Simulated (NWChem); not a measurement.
All runs are NWChem calculations. System: C$_{4}$H$_{6}$Si, charge 0, spin multiplicity 1, at a geometry optimised with B3LYP/def2-SVP. The structure started from a generated list of species. Level: G0W0@LDA (SVWN5)/def2-TZVP, RI basis def2-tzvp-rifit.

Job file:

```
start mol
memory heap 200 mb stack 700 mb global 1700 mb
geometry units angstroms nocenter noautoz noautosym
  C     -2.873679     0.567714     0.911634
  C     -2.147665    -0.225457     0.104167
  C     -0.732102    -0.160247    -0.038753
  C      0.482781    -0.127463    -0.182009
  Si     2.301864    -0.069843    -0.388205
  H     -2.405144     1.338257     1.529295
  H     -3.959478     0.460285     0.970472
  H     -2.656099    -0.987360    -0.500278
  H      2.970024    -0.347929     0.915364
  H      2.716858     1.279942    -0.866584
  H      2.731744    -1.092675    -1.383631
end
basis spherical
  * library def2-tzvp
end
basis "ri basis" bse spherical
  * library def2-tzvp-rifit
end
dft
  xc slater vwn_5
  iterations 100
  direct
  tolerances tight
end
task dft energy
gw
  method cdgw
  states alpha occ 4 vir 2
end
task dft gw
```

Part of the output:

```
             Northwest Computational Chemistry Package (NWChem) 7.3.0
             --------------------------------------------------------

                                NWChem Input Module
                                -------------------

 Scaling coordinates for geometry "geometry" by  1.889725989
 (inverse scale =  0.529177249)

                             Geometry "geometry" -> ""
                             -------------------------

 Output coordinates in angstroms (scale by  1.889725989 to convert to a.u.)

  No.       Tag          Charge          X              Y              Z
 ---- ---------------- ---------- -------------- -------------- --------------
    1 C                    6.0000    -2.87367900     0.56771400     0.91163400
    2 C                    6.0000    -2.14766500    -0.22545700     0.10416700
    3 C                    6.0000    -0.73210200    -0.16024700    -0.03875300
    4 C                    6.0000     0.48278100    -0.12746300    -0.18200900
    5 Si                  14.0000     2.30186400    -0.06984300    -0.38820500
    6 H                    1.0000    -2.40514400     1.33825700     1.52929500
    7 H                    1.0000    -3.95947800     0.46028500     0.97047200
    8 H                    1.0000    -2.65609900    -0.98736000    -0.50027800
    9 H                    1.0000     2.97002400    -0.34792900     0.91536400
   10 H                    1.0000     2.71685800     1.27994200    -0.86658400
   11 H                    1.0000     2.73174400    -1.09267500    -1.38363100

 Effective nuclear repulsion energy (a.u.)     170.0857089673

            Nuclear Dipole moment (a.u.)
            ----------------------------
        X                 Y               Z
 ---------------- ---------------- ----------------
     0.0000207870     0.0000000000     0.0000037795


 Summary of "ao basis" -> "" (spherical)
 ------------------------------------------------------------------------------
       Tag                 Description            Shells   Functions and Types
 ---------------- ------------------------------  ------  ---------------------
 *                         def2-tzvp                  on all atoms

 new library libraries.bse/

 Summary of "ri basis" -> "" (spherical)
 ------------------------------------------------------------------------------
       Tag                 Description            Shells   Functions and Types
 ---------------- ------------------------------  ------  ---------------------
 *                      def2-tzvp-rifit               on all atoms

                                 NWChem DFT Module
                                 -----------------

 Summary of "ao basis" -> "ao basis" (spherical)
 ------------------------------------------------------------------------------
       Tag                 Description            Shells   Functions and Types
 ---------------- ------------------------------  ------  ---------------------
 C                         def2-tzvp                11       31   5s3p2d1f
 Si                        def2-tzvp                13       37   5s5p2d1f
 H                         def2-tzvp                 4        6   3s1p

 Summary of "ao basis" -> "ao basis" (spherical)
 ------------------------------------------------------------------------------
       Tag                 Description            Shells   Functions and Types
 ---------------- ------------------------------  ------  ---------------------
 C                         def2-tzvp                11       31   5s3p2d1f
 Si                        def2-tzvp                13       37   5s5p2d1f
 H                         def2-tzvp                 4        6   3s1p

            General Information
            -------------------
          SCF calculation type: DFT
          Wavefunction type:  closed shell.
          No. of atoms     :    11
          No. of electrons :    44
           Alpha electrons :    22
            Beta electrons :    22
          Charge           :     0
          Spin multiplicity:     1
          Use of symmetry is: off; symmetry adaption is: off
          Maximum number of iterations: 100
          This is a Direct SCF calculation.
          AO basis - number of functions:   197
                     number of shells:    81
          Convergence on energy requested:  1.00D-06
          Convergence on density requested:  1.00D-05
          Convergence on gradient requested:  5.00D-04

              XC Information
              --------------
                        Slater Exchange Functional  1.000 local
                      VWN V Correlation Functional  1.000 local

             Grid Information
             ----------------
          Grid used for XC integration:  medium
          Radial quadrature: Mura-Knowles
          Angular quadrature: Lebedev.
          Tag              B.-S. Rad. Rad. Pts. Rad. Cut. Ang. Pts.
          ---              ---------- --------- --------- ---------
          C                   0.70       49          14.0       434
          Si                  1.10       88          15.0       590
          H                   0.35       45          16.0       434
          Grid pruning is: on
          Number of quadrature shells:   554
          Spatial weights used:  Erf1

          Convergence Information
          -----------------------
          Convergence aids based upon iterative change in
          total energy or number of iterations.
          Levelshifting, if invoked, occurs when the
          HOMO/LUMO gap drops below (HL_TOL):  1.00D-02
          DIIS, if invoked, will attempt to extrapolate
          using up to (NFOCK): 10 stored Fock matrices.

                    Damping( 0%)  Levelshifting(0.5)       DIIS
                  --------------- ------------------- ---------------
          dE  on:    start            ASAP                start
          dE off:    2 iters        100 iters           100 iters

      Screening Tolerance Information
      -------------------------------
          Density screening/tol_rho:  1.00D-10
          AO Gaussian exp screening on grid/accAOfunc:  14
          CD Gaussian exp screening on grid/accCDfunc:  20
          XC Gaussian exp screening on grid/accXCfunc:  20
          Schwarz screening/accCoul:  1.00D-08

      Superposition of Atomic Density Guess
      -------------------------------------

 Sum of atomic energies:        -442.51957850

      Non-variational initial energy
      ------------------------------

 Total energy =    -445.106044
 1-e energy   =    -942.268440
 2-e energy   =     327.076687
 HOMO         =      -0.292379
 LUMO         =      -0.054633

   convergence    iter        energy       DeltaE   RMS-Dens  Diis-err    time
 ---------------- ----- ----------------- --------- --------- ---------  ------
 d= 0,ls=0.0,diis     1   -442.8093533363 -6.13D+02  7.23D-03  1.85D+00    14.5
 d= 0,ls=0.0,diis     2   -442.8434762375 -3.41D-02  3.73D-03  3.05D-01    25.8
 d= 0,ls=0.0,diis     3   -442.7236271129  1.20D-01  2.60D-03  1.23D+00    36.9
 d= 0,ls=0.0,diis     4   -442.8766442686 -1.53D-01  7.15D-04  6.26D-02    47.3
 d= 0,ls=0.0,diis     5   -442.8847681723 -8.12D-03  2.17D-04  3.99D-03    58.1
 d= 0,ls=0.0,diis     6   -442.8852163328 -4.48D-04  9.16D-05  3.39D-04    71.8
 d= 0,ls=0.0,diis     7   -442.8852530248 -3.67D-05  3.10D-05  9.19D-05    81.9
 d= 0,ls=0.0,diis     8   -442.8852648487 -1.18D-05  1.11D-05  1.60D-05    92.0
 d= 0,ls=0.0,diis     9   -442.8852668313 -1.98D-06  1.26D-06  3.63D-08   102.2
 d= 0,ls=0.0,diis    10   -442.8852668357 -4.43D-09  3.82D-07  7.20D-09   117.0

         Total DFT energy =     -442.885266835697
      One electron energy =     -946.810293294071
           Coulomb energy =      375.828441045978
    Exchange-Corr. energy =      -41.989123554912
 Nuclear repulsion energy =      170.085708967308

 Numeric. integr. density =       43.999989211770

     Total iterative time =    114.5s

                       DFT Final Molecular Orbital Analysis
                       ------------------------------------

 Vector   20  Occ=2.000000D+00  E=-3.079626D-01
              MO Center=  3.5D-01,  1.3D-01,  8.1D-02, r^2= 7.3D+00
   Bfn.  Coefficient  Atom+Function         Bfn.  Coefficient  Atom+Function
  ----- ------------  ---------------      ----- ------------  ---------------
   181     -0.160737   9 H  s               187      0.158143  10 H  s
   141     -0.157018   5 Si pz               39      0.155437   2 C  pz
   140      0.139422   5 Si py               38     -0.138056   2 C  py
    42      0.127241   2 C  pz               70      0.116994   3 C  pz
    41     -0.112985   2 C  py                8      0.109173   1 C  pz

 Vector   21  Occ=2.000000D+00  E=-2.547007D-01
              MO Center=  1.2D-01, -2.0D-01, -2.0D-01, r^2= 3.1D+00
   Bfn.  Coefficient  Atom+Function         Bfn.  Coefficient  Atom+Function
  ----- ------------  ---------------      ----- ------------  ---------------
   100      0.215507   4 C  py               69      0.213081   3 C  py
   101      0.189171   4 C  pz               70      0.186556   3 C  pz
    72      0.168662   3 C  py              103      0.168029   4 C  py
    73      0.149085   3 C  pz              104      0.148027   4 C  pz
   193      0.110144  11 H  s                75      0.105888   3 C  py

 Vector   22  Occ=2.000000D+00  E=-2.340110D-01
              MO Center= -9.3D-01,  9.9D-02,  2.2D-01, r^2= 4.5D+00
   Bfn.  Coefficient  Atom+Function         Bfn.  Coefficient  Atom+Function
  ----- ------------  ---------------      ----- ------------  ---------------
   101     -0.190679   4 C  pz                8      0.179997   1 C  pz
   100      0.169297   4 C  py                7     -0.159835   1 C  py
    11      0.153890   1 C  pz              104     -0.150235   4 C  pz
    70     -0.144296   3 C  pz               10     -0.136667   1 C  py
   103      0.133390   4 C  py               69      0.128105   3 C  py

 Vector   23  Occ=0.000000D+00  E=-9.240291D-02
              MO Center= -1.4D+00,  1.5D-01,  3.3D-01, r^2= 5.1D+00
   Bfn.  Coefficient  Atom+Function         Bfn.  Coefficient  Atom+Function
  ----- ------------  ---------------      ----- ------------  ---------------
    14      0.305301   1 C  pz               13     -0.271336   1 C  py
    45     -0.231278   2 C  pz                8      0.213712   1 C  pz
    44      0.205041   2 C  py                7     -0.189779   1 C  py
    11      0.186016   1 C  pz              182     -0.167358   9 H  s
    10     -0.165177   1 C  py              188      0.164479  10 H  s

 Vector   24  Occ=0.000000D+00  E=-4.381094D-02
              MO Center=  2.5D-01, -1.4D-01, -1.6D-01, r^2= 5.0D+00
   Bfn.  Coefficient  Atom+Function         Bfn.  Coefficient  Atom+Function
  ----- ------------  ---------------      ----- ------------  ---------------
     5      0.508123   1 C  s               194      0.468634  11 H  s
    67     -0.435840   3 C  s               176     -0.407435   8 H  s
    98      0.384265   4 C  s               143      0.322156   5 Si py
   170     -0.290102   7 H  s               144      0.278957   5 Si pz
   188     -0.257332  10 H  s               182     -0.245433   9 H  s

 Vector   25  Occ=0.000000D+00  E=-3.769059D-03
              MO Center=  2.7D+00, -3.9D-02, -4.2D-01, r^2= 4.5D+00
   Bfn.  Coefficient  Atom+Function         Bfn.  Coefficient  Atom+Function
  ----- ------------  ---------------      ----- ------------  ---------------
   142      1.622915   5 Si px              105      1.150283   4 C  px
    67      0.949061   3 C  s                98      0.857694   4 C  s
   129     -0.852637   5 Si s               194     -0.420318  11 H  s
   139      0.415557   5 Si px              182     -0.353106   9 H  s
   188     -0.351943  10 H  s                97      0.253890   4 C  s

 center of mass
 --------------
 x =   0.01254002 y =  -0.01483276 z =  -0.01498617

 moments of inertia (a.u.)
 ------------------
         117.517729854684          73.469344632001         248.238324426577
          73.469344632001        1379.566234515117         -36.176938722896
         248.238324426577         -36.176938722896        1341.250560669196

     Multipole analysis of the density
     ---------------------------------

     L   x y z        total         alpha         beta         nuclear
     -   - - -        -----         -----         ----         -------
     0   0 0 0     -0.000000    -22.000000    -22.000000     44.000000

     1   1 0 0     -0.379681     -0.189851     -0.189851      0.000021
     1   0 1 0      0.020274      0.010137      0.010137      0.000000
     1   0 0 1      0.072008      0.036002      0.036002      0.000004

     2   2 0 0    -23.665393   -383.579066   -383.579066    743.492739
     2   1 1 0      0.226546     21.109209     21.109209    -41.991871
     2   1 0 1     -0.800693     70.191544     70.191544   -141.183781
     2   0 2 0    -29.189418    -29.753068    -29.753068     30.316718
     2   0 1 1      1.334499    -11.102721    -11.102721     23.539940
     2   0 0 2    -29.429933    -40.432545    -40.432545     51.435157

 Task  times  cpu:      117.1s     wall:      117.1s

                                NWChem Input Module
                                -------------------

                                 NWChem GW Module
                                 ----------------

                             ***********************
                             ***        GW       ***
                             ***********************

 Summary of "ri basis" -> "ri basis" (spherical)
 ------------------------------------------------------------------------------
       Tag                 Description            Shells   Functions and Types
 ---------------- ------------------------------  ------  ---------------------
 C                      def2-tzvp-rifit             22       76   8s6p4d3f1g
 Si                     def2-tzvp-rifit             29      113   9s7p6d5f2g
 H                      def2-tzvp-rifit              7       15   4s2p1d

                 Memory Information
                 ------------------
          Available GA per process is          1699.7 MBs
          Available stack per process is        700.0 MBs
          Available heap per process is           1.2 MBs

          Peak memory in Initialization
              Peak GA per process is                 20.6 MBs
              Peak stack per process is               0.5 MBs
              Peak heap per process is               21.2 MBs
              Memory not in MA per process            0.0 MBs

          Peak memory in CDGW Calculation
              Peak GA per process is                 24.8 MBs
              Peak stack per process is               3.9 MBs
              Peak heap per process is                4.3 MBs
              Memory not in MA per process            0.0 MBs

          Computing 2-center integrals
          Computing Inverse Cholesky factor
          Computing 3-center integrals
          Computing Vxc

          Computing Sigma_x
          Computing W(iw) on the imaginary grid
          Solving quasiparticle equations

                  Alpha Orbitals
          State     Energy (eV)     Error (eV)
          -----------------------------------
@GW        19        -11.674           0.002
@GW        20        -10.733           0.006
@GW        21         -9.623           0.002
@GW        22         -8.847           0.002
@GW        23          0.215           0.002
@GW        24          1.542           0.002

     GW Timing Statistics
   ------------------------
   Init.   :          0.1s
     ERIs  :          5.3s
     Distr.:          0.0s
     Vxc   :          0.9s
   Vmo     :          0.0s
   iW      :          9.0s
   I_n     :          0.0s
   R_n     :          2.2s
   GW total:         17.7s

 Task  times  cpu:       17.7s     wall:       17.7s

 Total times  cpu:      134.8s     wall:      134.8s
```
